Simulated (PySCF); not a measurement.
Compound: C6H11BSe.
Bonds: C1–B2, B2–C3, B2–C4, C4–C5 (double), C5–C6, C6–C7, C7–Se8, C4–Se8. Hydrogens: H9, H10, H11 on C1; H12, H13, H14 on C3; H15 on C5; H16, H17 on C6; H18, H19 on C7.

The calculation used TDDFT PBE0/def2-SVPD, vertical, gas phase, core orbitals frozen in the response in PySCF. Isolated species at its PBE0-D3(BJ)/def2-SVP geometry (one conformer only). The PBE0/def2-SVPD calculation is non-relativistic and has no spin–orbit coupling, an omission that weighs most on selenium. Torsions of this conformer, `[CH3:1][B:2]([CH3:3])[C:4]1=[CH:5][CH2:6][CH2:7][Se:8]1`: C1–B2–C4–C5 -13°.

Computed states:

```csv
state,E (eV),f
S1,3.48,0.033
S2,4.35,0.0016
S3,5.14,0.018
S4,5.41,0.0044
S5,5.57,0.0061
S6,5.80,0.023
S7,5.82,0.028
S8,5.89,0.048
S9,6.10,0.106
S10,6.23,0.015
```

Each state is given a Gaussian of 0.3 eV full width at half maximum, with ε(max) = 2.175×10⁸ f / Δν̃ (Δν̃ the width in cm⁻¹). The cross-section is σ = 3.8235×10⁻²¹ ε cm², given in Mb (10⁻¹⁸ cm²). The width is an assumption, not a result. The curve ends short of the highest state used, and states not computed would add to its high-energy end.

(1) What does the envelope look like, and where are its maxima?

(2) On this curve, what absorbance would a 10⁻⁵ mol/L sample give at 308 nm over a 1 cm path?

(3) Does any computed singlet lie in the visible range?

(4) Coming from long wavelengths, where does ε first pass 100 L mol⁻¹ cm⁻¹?

## Answers

(1) 
E (eV), σ (Mb) and a bar:
```
     3.03       0.02 
     3.09       0.11 
     3.15       0.42 #
     3.21       1.27 ###
     3.27       3.05 ########
     3.33       5.87 ################
     3.39       9.05 ########################
     3.45      11.17 ##############################
     3.51      11.04 ##############################
     3.57       8.75 #######################
     3.63       5.55 ###############
     3.69       2.82 ########
     3.75       1.15 ###
     3.81       0.38 #
     3.87       0.10 
     3.94       0.02 
     4.00       0.02 
     4.06       0.04 
     4.12       0.11 
     4.18       0.23 #
     4.24       0.39 #
     4.30       0.52 #
     4.36       0.56 #
     4.42       0.48 #
     4.48       0.33 #
     4.54       0.18 
     4.60       0.08 
     4.66       0.03 
     4.72       0.03 
     4.78       0.11 
     4.84       0.38 #
     4.90       1.04 ###
     4.96       2.28 ######
     5.02       4.01 ###########
     5.09       5.88 ################
     5.15       6.51 #################
     5.21       5.96 ################
     5.27       4.77 #############
     5.33       3.73 ##########
     5.39       3.31 #########
     5.45       3.51 #########
     5.51       4.37 ############
     5.57       6.44 #################
     5.63      10.67 #############################
```

Maxima: 357 nm (3.48 eV), ε about 3000, made up of S1 (100%); 285 nm (4.35 eV), ε about 150, made up of S2 (100%); 241 nm (5.15 eV), ε about 1700, made up of S3 (97%) (ε in L mol⁻¹ cm⁻¹; maxima over ε = 5, shares over 10%). At its high-energy end, 5.63 eV, the curve is still rising (ε about 2800, from S5, S6, S7 and S8).

(2) 308 nm is 4.025 eV, where ε is about 6 L mol⁻¹ cm⁻¹, so A = ε c l ≈ 6e-05 (Beer–Lambert, with the gas-phase spectrum and the assumed width).

(3) No computed singlet lies in the visible range (380 to 750 nm); the lowest, at 357 nm, stands 0.21 eV above its violet end (3.26 eV); a Tamm–Dancoff triplet lies at 486 nm, without intensity as long as spin–orbit coupling is left out.

(4) At about 394 nm (3.15 eV), 0.33 eV below S1.

The vertical ionisation energy (ΔSCF) is 7.61 eV, 1.38 eV above S10.
